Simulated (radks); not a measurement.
All-electron atom: Sn III in [Kr] 4d10 5s2 (the NIST ground configuration). All-electron calculation, non-relativistic Kohn-Sham, Slater X-alpha with alpha = 0.907, spin-polarised, spherical densities, point nucleus; relativity is left out, which matters for an element this heavy. Program: a radial shooting solver on a logarithmic mesh with Libxc functionals.

Normalised radial functions P(r) = r R(r), r in bohr:

| r | 4s | 4p | 4d |
|---|---|---|---|
| 0.001759 | 0.0721 | 0.0018 | 0.0000 |
| 0.002328 | 0.0927 | 0.0031 | 0.0000 |
| 0.003105 | 0.1187 | 0.0055 | 0.0000 |
| 0.004108 | 0.1490 | 0.0093 | 0.0001 |
| 0.005436 | 0.1836 | 0.0158 | 0.0002 |
| 0.007192 | 0.2205 | 0.0264 | 0.0005 |
| 0.009517 | 0.2555 | 0.0436 | 0.0011 |
| 0.01259 | 0.2808 | 0.0705 | 0.0024 |
| 0.01666 | 0.2843 | 0.1113 | 0.0051 |
| 0.02222 | 0.2484 | 0.1716 | 0.0111 |
| 0.0294 | 0.1575 | 0.2491 | 0.0230 |
| 0.0389 | 0.0026 | 0.3385 | 0.0459 |
| 0.05147 | -0.2009 | 0.4181 | 0.0874 |
| 0.0681 | -0.3957 | 0.4457 | 0.1571 |
| 0.09011 | -0.4773 | 0.3626 | 0.2614 |
| 0.1192 | -0.3323 | 0.1236 | 0.3936 |
| 0.159 | 0.0768 | -0.2555 | 0.5205 |
| 0.2104 | 0.5441 | -0.5942 | 0.5595 |
| 0.2784 | 0.7186 | -0.6497 | 0.4234 |
| 0.3683 | 0.3267 | -0.2539 | 0.0677 |
| 0.4874 | -0.4832 | 0.4616 | -0.4324 |
| 0.6449 | -1.1563 | 1.0730 | -0.8774 |
| 0.8532 | -1.2389 | 1.2049 | -1.0611 |
| 1.138 | -0.8132 | 0.8699 | -0.9275 |
| 1.506 | -0.3494 | 0.4309 | -0.6215 |
| 1.992 | -0.0943 | 0.1424 | -0.3190 |
| 2.636 | -0.0145 | 0.0290 | -0.1200 |
| 3.488 | -0.0011 | 0.0032 | -0.0302 |
| 4.615 | 0.0000 | 0.0002 | -0.0045 |
| 6.106 | 0.0000 | 0.0000 | -0.0003 |

4s: eigenvalue -147.54 eV, 3 radial nodes at r = 0.0391, 0.152, 0.416 bohr, <r> = 0.841 bohr, 90 % of the charge inside 1.22 bohr. 4p: eigenvalue -110.91 eV, 2 radial nodes at r = 0.132, 0.410 bohr, <r> = 0.887 bohr, 90 % of the charge inside 1.30 bohr. 4d: eigenvalue -49.593 eV, 1 radial node at r = 0.384 bohr, <r> = 1.05 bohr, 90 % of the charge inside 1.62 bohr.
